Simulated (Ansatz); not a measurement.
Au₂Cl₂⁺. Total charge 1; doublet. Geometry PBE0-D4/def2-SVP; atoms count from 1.

Cartesian coordinates in Å:
```
Au 1.008 -0.333 1.161
Au -1.009 0.333 -1.161
Cl 0.674 1.729 -0.090
Cl -0.674 -1.729 0.090
```

In the def2 sets Au takes a core potential; there is no spin–orbit coupling. No other spin state of charge 1 was run. Another isomer (doublet) lies 0.23 eV lower at PBE0-D4/def2-TZVP; other spin states weren't run for this one.

Q: Estimate the Mulliken populations from the PBE0/def2-TZVP orbitals of Ansatz.

A: 
```
atom  charge (e)  spin (α − β)  d electrons
 Au1        0.76          0.20         9.66
 Au2        0.76          0.20         9.66
 Cl3       -0.26          0.30            –
 Cl4       -0.26          0.30            –
```
Mulliken values and Mayer orders depend strongly on the basis.

Q: Where does the spin sit?

A: Summed by element: Au 0.40, Cl 0.60, of 1 unpaired in all. Largest on single atoms: Cl3 0.30, Cl4 0.30, Au2 0.20.

Q: And the Mayer bond orders between bonded heavy atoms (over 0.3)?

A: Au1–Cl3 0.58 (2.43 Å); Au1–Cl4 0.58 (2.43 Å); Au2–Cl3 0.58 (2.43 Å); Au2–Cl4 0.58 (2.43 Å).
